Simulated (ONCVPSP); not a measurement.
# PBE ONCV dataset for rhenium, scalar-relativistic all-electron reference.

- Element: rhenium (Re)
- Generator: ONCVPSP 4.0.1
- Type: optimised norm-conserving Vanderbilt (ONCV)
- Functional: PBE
- Relativity: scalar-relativistic
- Frozen core: [Kr] 4d10
- Valence charge: 29
- Reference configuration: 4f14 5s2 5p6 5d5 6s2
- Partial waves: 5s+6s: rc 2.00 bohr, ncon 4, nbas 8, qcut 6.2 1/bohr, 2 projectors; 5p: rc 1.15 bohr, ncon 4, nbas 8, qcut 6.9 1/bohr, 2 projectors, debl 0.4 Ha; 5d: rc 1.55 bohr, ncon 4, nbas 7, qcut 6.6 1/bohr, 3 projectors, debl 3.5 Ha; 4f: rc 0.90 bohr, ncon 4, nbas 9, qcut 20 1/bohr, 2 projectors, debl 2.6 Ha
- Local potential: polynomial inside 0.80 bohr (lpopt 4, dvloc0 2 Ha)
- Core correction: Teter function, fcfact 4.5, rcfact 1.35

In the p channel the program set the typed energies aside and used -1.728, 0.250 Ha.

Poles of the logarithmic derivatives, all-electron (AE) and pseudo (PS). Narrow ghost or core levels that the grid stepped over were put in at their known energies. s: poles at -3.0, 3.2 (AE) and -3.0, -0.6, 3.2 (PS) Ha. p: poles at 3.8 (AE) and 3.8 (PS) Ha. d: poles at 2.3 (AE) and 2.3 (PS) Ha. f: poles at -0.1 (AE) and -0.1 (PS) Ha. Test radii: s 2.03, p 1.17, d 1.57, f 0.91 bohr.

- Cutoffs needed: 170 Ha and 184 Ha (the cutoffs (Ha) at which the residual kinetic energy of the hardest occupied pseudo-wave falls to 1 and 0.1 mHa per electron)
- Ghost test: ghosts flagged at negative energy: s at -15.6 eV; GHOST(+) flagged for p at 265.7 eV; a true bound ghost makes a file unfit for plane-wave use
- Largest excitation error: -19 meV (all-electron minus pseudo) for 4f14 5s2 5p6 5d5 6s0, out of 4 test configurations
- rms error of d²Exc/dni dnj: 5.67 mHa without and 2.71 mHa with the model core
